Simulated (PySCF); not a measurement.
Computed shifts of a molecule C3H2F4, PBE/pcSseg-1 (PySCF), GIAO, gas phase, equivalent atoms averaged, in ppm (number of nuclei): ¹⁹F: -100.3 (3), -125.7 (1). ¹³C: 167.8 (1), 137.1 (1), 110.9 (1). ¹H: 7.62 (1), 5.79 (1). References: ¹⁹F against CFCl3 (σ = 133.6 ppm); ¹³C against TMS (σ = 182.0 ppm); ¹H against TMS (σ = 31.49 ppm), references at their B3LYP-D3(BJ)/def2-TZVP geometries, non-relativistic. Geometry optimised at ωB97X-D3(BJ)/def2-SVP. One conformer was computed; it need not be the lowest.

Task: Identify the compound among the candidates.
(A) F/C=C/C(F)(F)F
(B) FC(F)=CC(F)F
(C) FC1(F)CC1(F)F
(D) F[C@H]1[C@H](F)C1(F)F

Result: A, F/C=C/C(F)(F)F
